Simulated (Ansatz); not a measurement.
Ansatz (an electronic-structure program) input:

Ansatz 0.2 input:
```yaml
crystal:
  periodic: [false, false, false]
  atoms:
    - {symbol: N, position_ang: [-0.93026498, -1.02388437, -0.09689389]}
    - {symbol: B, position_ang: [0.12343345, 0.13390261, 0.01118721]}
    - {symbol: O, position_ang: [-0.40707698, 1.23231897, 0.54338142]}
    - {symbol: O, position_ang: [1.31549808, -0.23591554, -0.45102721]}
    - {symbol: H, position_ang: [-1.25488705, -1.31431870, 0.82998653]}
    - {symbol: H, position_ang: [-0.54094133, -1.84335391, -0.56821346]}
    - {symbol: H, position_ang: [-1.76285105, -0.72006426, -0.60941861]}
    - {symbol: H, position_ang: [0.12660636, 2.02547360, 0.67334537]}
    - {symbol: H, position_ang: [2.05939179, 0.37871334, -0.44221239]}
basis:
  gaussian:
    orbitals: def2-TZVPD
hamiltonian:
  xc: {name: r2SCANh}
total_charge: 1
output: {forces: true}
```

Q: What final total energy does it print?

A: -232.91970 Eh (r2SCANh/def2-TZVPD). The basis has 199 functions.

It need not be the lowest isomer of its formula.
